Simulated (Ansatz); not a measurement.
CHOSbSe, SMILES `O=[C]1[Se][SbH]1`, relaxed with RKS PBE0-D4/def2-TZVP in Ansatz from a PBE-D4/def2-SVP geometry. The force threshold is 0.005 eV/Å; the program also tests the step.

Total charge 0; spin multiplicity 1. Sb: def2 effective core potential.

Start:

```xyz
5

O    -1.448    0.436   -1.326
C    -0.428    0.300   -0.727
Se    1.367   -0.297   -1.080
Sb    0.533    0.567    1.312
H    -0.023   -1.006    1.820
```

**Question.** By how much does the energy fall, and how many steps does the optimiser take? (An estimate is asked.)

**Answer.** Ansatz gave: 5.12 kJ/mol, in 9 steps, 1 of them rejected.

**Question.** Which bonds change most? (Estimate.)

**Answer.** Computed: C2–Sb4 from 2.270 to 2.203 Å; Se3–Sb4 from 2.677 to 2.616 Å; Sb4–H5 from 1.744 to 1.717 Å; O1–C2 from 1.191 to 1.176 Å.

**Question.** Give the relaxed structure. (Best estimate.)

**Answer.** Computed: 
```xyz
5

O    -1.427    0.430   -1.303
C    -0.426    0.299   -0.701
Se    1.356   -0.295   -1.057
Sb    0.519    0.555    1.272
H    -0.023   -0.990    1.789
```
